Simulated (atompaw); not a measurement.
## Before and after: PAW (atompaw) potential for antimony

Sb, PAW, made with atompaw 4.2.0.5 (PBE, scalar-relativistic). Core [Kr] 4d10, reference 5s2 5p3. Waves: 5s (bound): rc 2.25 bohr; 5s channel at 2.3 Ry: rc 2.25 bohr; 5p (bound): rc 2.05 bohr; 5p channel at 2 Ry: rc 2.25 bohr; 5d channel at -0.2 Ry: rc 2.25 bohr; 5d channel at 0.3 Ry: rc 2.25 bohr. Local part: troulliermartins scheme with l = 3 at 0 Ry, radius 1.80 bohr. Core correction: smooth core density matched at 1.40 bohr. Augmentation charge: sinc compensation charge, radius 1.75 bohr; PAW radius 2.25 bohr; waves and projectors: custom rrkj vanderbiltortho.

Change: local potential ultrasoft scheme with l = 3 at 0 Ry, radius 1.80 bohr.

Cutoffs: the cutoffs (Ry, on a coarse ladder) from which the occupation-weighted sum of valence levels, in a spherical-Bessel basis at the reference potential, stays within 10 and 1 mRy of its value at 400 Ry; they do not see the model core or the augmentation charge, which bear on the density cutoff.

Question: What does the change do?

Answer: The potential gets harder (6 Ry and 15 Ry → 6 Ry and 21 Ry); both files keep a bound ghost (d, p, s).

| quantity | base | changed |
| --- | --- | --- |
| cutoff, loose | 6 Ry | 6 Ry |
| cutoff, tight | 15 Ry | 21 Ry |
| bound ghosts | s, p, d | p, s, d |
| s: phases at 2.27 bohr within 0.05 rad from the reference energy up to (Ry; the scan ends near 5) | to the end of the scan | to the end of the scan |
| p: phases at 2.27 bohr within 0.05 rad from the reference energy up to (Ry; the scan ends near 5) | to the end of the scan | to the end of the scan |
| d: phases at 2.27 bohr within 0.05 rad from the reference energy up to (Ry; the scan ends near 5) | to the end of the scan | to the end of the scan |
| lowest overlap eigenvalue by channel | s 0.14, p 0.20, d 0.83 | s 0.43, p 0.14, d 0.84 |

 A true bound ghost makes a file unfit for plane-wave use even where its test errors are small: the radial tests pick states by their node count and pass the ghost by. The cutoffs see the waves, projectors and local potential, not the compensation charge or the core.
